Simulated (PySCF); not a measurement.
C3H6OSi, SMILES [SiH3][C@@H]1C=CO1. Heavy atoms are numbered as in [SiH3:1][C@@H:2]1[CH:3]=[CH:4][O:5]1. Hydrogens are named by the atom that carries them.

Geometry: B3LYP-D3(BJ)/def2-SVP. The structure was generated by enumeration; whether it is a known compound was not checked.

The numbers are results of PySCF with PBE0/pcSseg-1, not measurements.

GIAO shieldings, no solvent; atoms alike by connectivity are averaged. δ = σ(ref) − σ: ²⁹Si against TMS (σ = 352.7 ppm); ¹³C against TMS (σ = 186.3 ppm); ¹⁷O against H2O (σ = 334.2 ppm); ¹H against TMS (σ = 31.56 ppm), references at their B3LYP-D3(BJ)/def2-TZVP geometries, non-relativistic.

```tsv
atoms	nucleus	count	δ (ppm)
Si1 (SiH3)	²⁹Si	1	-59.9
C4 (CH)	¹³C	1	165.0
C3 (CH)	¹³C	1	…
C2 (CH)	¹³C	1	…
O5	¹⁷O	1	194.6
H on C4	¹H	1	7.07
H on C3	¹H	1	…
H on C2	¹H	1	…
H on Si1	¹H	3	4.26
```

**Question.** What belongs in the gaps? (The exact figures need the calculation; the answer reports its results.)

**Answer.** 
- C2 (CH), δ (ppm): 88.7
- H on C2, δ (ppm): 5.94
- H on C3, δ (ppm): 6.28
- C3 (CH), δ (ppm): 118.5
